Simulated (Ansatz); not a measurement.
The same molecule with X = C, Si, Ge, Sn. Ansatz, PBE0-D4/def2-TZVP geometries, multiplicity 1.

Elements past krypton have def2 core potentials. Scalar relativity is left out up to krypton.

| X | molecule | mean X–Ga bond length / Å | mean X–H bond length / Å | LUMO energy (PBE/def2-TZVPP) / eV | HOMO–LUMO gap (B3LYP/def2-TZVPP) / eV | HOMO–LUMO gap (PBE/def2-TZVPP) / eV |
| --- | --- | --- | --- | --- | --- | --- |
| C | `[CH3][GaH2]` | 1.966 | 1.093 | -2.20 | 6.14 | 4.61 |
| Si | `[SiH3][GaH2]` | 2.414 | 1.490 | -2.95 | 5.03 | 3.63 |
| Sn | `[GaH2][SnH3]` | 2.619 | 1.711 | -3.03 | 4.71 | 3.38 |

Question: Give the row for X = Ge, `[GaH2][GeH3]`. (An estimate is asked.)

Answer: The calculation gave: 
```json
{"X": "Ge", "molecule": "`[GaH2][GeH3]`", "mean X–Ga bond length / Å": "2.444", "mean X–H bond length / Å": "1.541", "LUMO energy (PBE/def2-TZVPP) / eV": "-2.90", "HOMO–LUMO gap (B3LYP/def2-TZVPP) / eV": "5.02", "HOMO–LUMO gap (PBE/def2-TZVPP) / eV": "3.65"}
```

From C to Sn the mean X–Ga bond length rises at each step, by 0.653 Å in all; the mean X–H bond length rises at each step, by 0.618 Å in all; the LUMO energy (PBE/def2-TZVPP) isn't monotonic: highest at C, lowest at Sn; the HOMO–LUMO gap (B3LYP/def2-TZVPP) falls at each step, by 1.43 eV in all; the HOMO–LUMO gap (PBE/def2-TZVPP) isn't monotonic: highest at C, lowest at Sn. Bonds lengthen as the atom grows down the group.

B3LYP here is the variant with VWN-RPA as its local correlation; programs differ in this.
